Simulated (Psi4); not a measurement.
CH₄N (SMILES [CH2]N), doublet, geometry from GFN2-xTB; B3LYP/6-311G** (Psi4).

Psi4 was given this input:
```
memory 2 GB

molecule {
0 2
  C     0.11969841    0.72071728   -0.00763830
  N    -0.08484190   -0.65766184    0.00683957
  H    -0.51938453   -1.00090422    0.85240262
  H    -0.52837018   -1.01721263   -0.82720202
  H     0.46666690    1.15768540    0.90941225
  H     0.45679066    1.13976065   -0.93666007
}

set basis 6-311g**
set reference uks
set dft_radial_scheme becke

energy('b3lyp')
print_variables()
```

Output, abridged:

```
   => Loading Basis Set <=

    Name: 6-311G**
    Role: ORBITAL
    Keyword: BASIS

         ---------------------------------------------------------
                                   SCF
               by Justin Turney, Rob Parrish, Andy Simmonett
                          and Daniel G. A. Smith
                              UKS Reference
         ---------------------------------------------------------

  ==> Geometry <==

    Molecular point group: c1
    Full point group: C1

    Geometry (in Angstrom), charge = 0, multiplicity = 2:

       Center              X                  Y                   Z               Mass
    ------------   -----------------  -----------------  -----------------  -----------------
         C            0.115600980306     0.730012133097    -0.007706627221    12.000000000000
         N           -0.088939329694    -0.648366986903     0.006771242779    14.003074004430
         H           -0.523481959694    -0.991609366903     0.852334292779     1.007825032230
         H           -0.532467609694    -1.007917776903    -0.827270347221     1.007825032230
         H            0.462569470306     1.166980253097     0.909343922779     1.007825032230
         H            0.452693230306     1.149055503097    -0.936728397221     1.007825032230

  Running in c1 symmetry.

  Rotational constants: A =      4.87502  B =      0.92338  C =      0.79981 [cm^-1]
  Rotational constants: A = 146149.41317  B =  27682.13627  C =  23977.62266 [MHz]
  Nuclear repulsion =   37.257299034687691

  Charge       = 0
  Multiplicity = 2
  Electrons    = 17
  Nalpha       = 9
  Nbeta        = 8

  ==> Algorithm <==

  SCF Algorithm Type is DF.
  DIIS enabled.
  MOM disabled.
  Fractional occupation disabled.
  Guess Type is SAD.
  Energy threshold   = 1.00e-06
  Density threshold  = 1.00e-06
  Integral threshold = 1.00e-12

  ==> Primary Basis <==

  Basis Set: 6-311G**
    Blend: 6-311G**
    Number of shells: 32
    Number of basis functions: 60
    Number of Cartesian functions: 62
    Spherical Harmonics?: true
    Max angular momentum: 2

  ==> DFT Potential <==

   => LibXC <=

    Version 7.1.2
    S. Lehtola, C. Steigemann, M. J. T. Oliveira, and M. A. L. Marques,  SoftwareX 7, 1–5 (2018) (10.1016/j.softx.2017.11.002)

   => Composite Functional: B3LYP <=

    B3LYP Hyb-GGA Exchange-Correlation Functional

    P. J. Stephens, F. J. Devlin, C. F. Chabalowski, and M. J. Frisch,  J. Phys. Chem. 98, 11623 (1994) (10.1021/j100096a001)

[...]
      Ntotal   =   17.0000046757 ; deviation = 4.676e-06

   @Spin Contamination Metric:   3.181596670E-03
   @S^2 Expected:                7.500000000E-01
   @S^2 Observed:                7.531815967E-01
   @S   Expected:                5.000000000E-01
   @S   Observed:                5.000000000E-01

    Orbital Energies [Eh]
    ---------------------

    Alpha Occupied:

[...]
    Alpha Virtual:

[...]
    Beta Occupied:

[...]
    Beta Virtual:

[...]
      60A     35.569344

    Final Occupation by Irrep:
              A
    DOCC [     8 ]
    SOCC [     1 ]
    NA   [     9 ]
    NB   [     8 ]

  @DF-UKS Final Energy:   -95.23184592600150

   => Energetics <=

    Nuclear Repulsion Energy =             37.2572990346876907
    One-Electron Energy =                -201.4530193172594750
    Two-Electron Energy =                  80.1642714102804064
    DFT Exchange-Correlation Energy =     -11.2003970537101161
    Empirical Dispersion Energy =           0.0000000000000000
    VV10 Nonlocal Energy =                  0.0000000000000000
    Total Energy =                        -95.2318459260014976

  UHF NO Occupations:
  HONO-2 :    7  A 1.9995644
  HONO-1 :    8  A 1.9990886
  HONO-0 :    9  A 1.0000000
  LUNO+0 :   10  A 0.0009114
  LUNO+1 :   11  A 0.0004356
  LUNO+2 :   12  A 0.0001450
  LUNO+3 :   13  A 0.0000617

Computation Completed

Properties will be evaluated at   0.000000,   0.000000,   0.000000 [a0]

Properties computed using the SCF density matrix

 Multipole Moments:

 ------------------------------------------------------------------------------------
     Multipole            Electronic (a.u.)      Nuclear  (a.u.)        Total (a.u.)
 ------------------------------------------------------------------------------------

 L = 1.  Multiply by 2.5417464519 to convert [e a0] to [Debye]
 Dipole X            :         -0.1829083           -0.1316313           -0.3145396
 Dipole Y            :         -0.6463678            0.2986004           -0.3477675
 Dipole Z            :          0.0072545           -0.0021951            0.0050595
 Magnitude           :                                                    0.4689381

 ------------------------------------------------------------------------------------

  Variable Map:
  ----------------------------------------------------------------------------
[...]
  Array Variable Map:
  ----------------------------------------------------------------------------
[...]
[...]
```
